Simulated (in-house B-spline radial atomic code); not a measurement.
# PBE hybrid excitations of S V (S4+)

Method: PBE hybrid with 0.1 exact exchange. Computed with an all-electron radial atomic-structure program (B-spline basis): linear response of the closed shell [Ne] 3s2 with the functional's adiabatic kernel; non-relativistic, point nucleus, no spin-orbit coupling, no double excitations, S, P, D and F terms only.

Command:
```bash
python run_td.py task.json out
```
Settings (radii: box in bohr, nucleus in fm):
```
Z                        16
electrons                12
configuration            [Ne] 3s2
hamiltonian              nr
method                   pbeh
box_radius               19.1
exact_exchange_fraction  0.1
intervals                51
```

Cost of the run: 0.5 s on 1 thread of Arm Neoverse N1, with other jobs on the host.

The lowest states, in the order of their Tamm-Dancoff energies; the method's threshold (minus the highest occupied level) is 66.36 eV. Labels give the largest channel, * marks a mixed state, and oscillator strengths are full-response dipole values. Semilocal kernels can invert the small singlet-triplet splittings of Rydberg terms. Energies in eV:

```json
{"state": "3s → 3p 3P", "full response": "9.502", "Tamm-Dancoff": "9.839", "oscillator strength": "-"}
{"state": "3s → 3p 1P", "full response": "?", "Tamm-Dancoff": "?", "oscillator strength": "?"}
{"state": "3s → 3d 3D", "full response": "26.888", "Tamm-Dancoff": "27.014", "oscillator strength": "-"}
{"state": "3s → 3d 1D", "full response": "29.467", "Tamm-Dancoff": "29.477", "oscillator strength": "-"}
{"state": "3s → 4s 3S", "full response": "37.90", "Tamm-Dancoff": "37.91", "oscillator strength": "-"}
{"state": "3s → 4s 1S", "full response": "39.01", "Tamm-Dancoff": "39.04", "oscillator strength": "-"}
{"state": "3s → 4p 3P", "full response": "41.99", "Tamm-Dancoff": "42.00", "oscillator strength": "-"}
{"state": "3s → 4p 1P", "full response": "42.43", "Tamm-Dancoff": "42.46", "oscillator strength": "0.108"}
{"state": "3s → 4d 3D", "full response": "?", "Tamm-Dancoff": "?", "oscillator strength": "-"}
{"state": "3s → 4d 1D", "full response": "47.89", "Tamm-Dancoff": "47.89", "oscillator strength": "-"}
```

Where does 3s → 4d 3D lie?

At 47.58 eV in full response, 47.60 eV in Tamm-Dancoff.

Where does 3s → 3p 1P lie?

At 15.581 eV in full response, 16.171 eV in Tamm-Dancoff, oscillator strength 1.35.

How large is the singlet-triplet splitting of 3s → 3p (P terms) in Tamm-Dancoff?

6.33 eV, from the unrounded values.

What polarisabilities and dispersion coefficient does the method give?

Dipole 4.271 bohr³, quadrupole 6.322 bohr⁵, C6 8.322 hartree·bohr⁶ for two such species.
